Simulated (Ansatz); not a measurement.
Reaction (ligand exchange at the Al–N bond): `[NH2][Al]([OH])[SiH2]Cl` + HCl → `[OH][Al]([Cl])[SiH2]Cl` + NH₃

Calculated with Ansatz (gas phase, PBE0-D4/def2-TZVP geometries, no zero-point term in ΔE). CCSD(T)/CBS is the MP2 limit (def2-TZVPP, def2-QZVPP) plus CCSD(T) − MP2 in def2-TZVPP, frozen cores. This one scheme is used for every species. Functionals use def2-TZVPP. One conformer a species, not always the lowest.

| level | ΔE (kcal/mol) |
| --- | --- |
| B2PLYP | -17.7 |
| PBE | -18.0 |
| r2SCAN | -18.3 |
| PBE0 | -18.5 |
| MP2/def2-TZVPP | -17.7 |
| MP2/def2-QZVPP | -18.0 |
| MP2/CBS(def2) | -18.3 |
| CCSD/CBS(def2) | -17.7 |

Q: What does CCSD(T)/CBS give? (Estimate.)

A: The calculation gave: -17.7 kcal/mol. The listed levels differ from it by 0.0, -0.3, -0.6, -0.8, 0.0, -0.3, -0.6, 0.0 kcal/mol.

Largest T1 diagnostic among the species: 0.011.

In def2-TZVPP, CCSD(T) changes the Hartree–Fock value by +2.3 kcal/mol (the triples alone add +0.0 kcal/mol) and MP2 by +1.7 kcal/mol.
